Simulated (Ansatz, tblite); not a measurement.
Cost and result up the ladder for diborane 1,1-di F (B₂H₄F₂) (8 atoms). Charge 0, multiplicity 1. Geometry: PBE-D4/def2-TZVP.

```xyz
8

B     0.130    0.858    0.125
F    -0.907    1.691    0.280
F     1.371    1.361    0.165
H     0.014   -0.248    0.985
B    -0.133   -0.875   -0.128
H     0.829   -1.571   -0.260
H    -1.260   -1.269   -0.154
H    -0.044    0.052   -1.014
```

Ansatz on 4 threads of Arm Neoverse V2 on a shared host; xTB runs through tblite on one thread. Times are rough, summed over both states, and most runs start from the orbitals of an earlier one. PBE0-D4/def2-TZVP serves as the yardstick here, not as an exact answer. The other state is a doublet.

The xTB rows come from tblite.

Raw xTB energies of ions are shifted by several eV.

```json
{"level": "r2SCAN-D4/def2-TZVP (with forces)", "functions": "148", "vertical IE (eV)": "12.73", "difference from PBE0-D4/def2-TZVP (eV)": "-0.29"}
{"level": "GFN1-xTB", "functions": "24", "vertical IE (eV)": "16.86", "difference from PBE0-D4/def2-TZVP (eV)": "3.84"}
{"level": "PBE0-D4/def2-TZVP", "functions": "148", "vertical IE (eV)": "13.02", "difference from PBE0-D4/def2-TZVP (eV)": "0.00"}
{"level": "PBE-D4/def2-TZVP", "functions": "148", "vertical IE (eV)": "12.50", "difference from PBE0-D4/def2-TZVP (eV)": "-0.52"}
{"level": "GFN2-xTB", "functions": "20", "vertical IE (eV)": "15.69", "difference from PBE0-D4/def2-TZVP (eV)": "2.66"}
```

(1) Estimate how long each takes.

Answers

(1) GFN2-xTB 0.005 s; GFN1-xTB 0.006 s; PBE-D4/def2-TZVP 2.1 s; PBE0-D4/def2-TZVP 2.5 s; r2SCAN-D4/def2-TZVP (with forces) 4.6 s. On shared hardware such times vary by a factor of up to 3.
